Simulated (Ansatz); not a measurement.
C2H6AlCl, triplet, geometry from GFN2-xTB (such geometries of metal compounds can be far from the true shape) (a higher spin typed on purpose: for a closed-shell molecule this is an excited state). Base run: Ansatz (a program for electronic structure) with CAM-B3LYP/def2-TZVP.

Ansatz was given this input:
Ansatz 0.2 input:
```yaml
crystal:
  periodic: [false, false, false]
  atoms:
    - {symbol: Al, position_ang: [0.27124112, 0.58615795, 0.37960008]}
    - {symbol: C, position_ang: [1.86787064, -0.78580438, -0.09423932]}
    - {symbol: H, position_ang: [1.50074856, -1.73997665, -0.45832241]}
    - {symbol: H, position_ang: [2.52835634, -0.91152303, 0.75481727]}
    - {symbol: H, position_ang: [2.36361712, -0.24113003, -0.89325914]}
    - {symbol: C, position_ang: [-0.27691568, -0.98774869, 1.75013729]}
    - {symbol: H, position_ang: [-0.47945400, -1.92642443, 1.24452288]}
    - {symbol: H, position_ang: [-1.19293851, -0.57600077, 2.16514718]}
    - {symbol: H, position_ang: [0.47678327, -1.10469076, 2.51903656]}
    - {symbol: Cl, position_ang: [-1.07464571, 0.56005945, -1.18836066]}
basis:
  gaussian:
    orbitals: def2-TZVP
hamiltonian:
  xc: cam_b3lyp
magnetization: {spin_polarized: true, initial_magnetization: 2}
```

The base run was repeated with changes; each row names its change, and settings that it needs were set with it.

```csv
change,ΔE vs base (µEh)
base,0.0
"point_charge = charge:-1.0 position_ang:2.1319, -6.2727, 0.4024",-6782
"final_grid = 4, 8, 17",68.1
"point_charge = charge:1.0 position_ang:1.5612, -3.1575, -4.5209",-2277
nuclear_model = gaussian,562
lower_state_search = off,0.0
"final_grid = 14, 28, 59",-0.3
lower_state_search = full,0.0
"point_charge = charge:0.5 position_ang:-4.5065, 1.7164, -0.544",-6988
"final_grid = 6, 12, 29",-3.0
lower_state_search = light,0.0
```
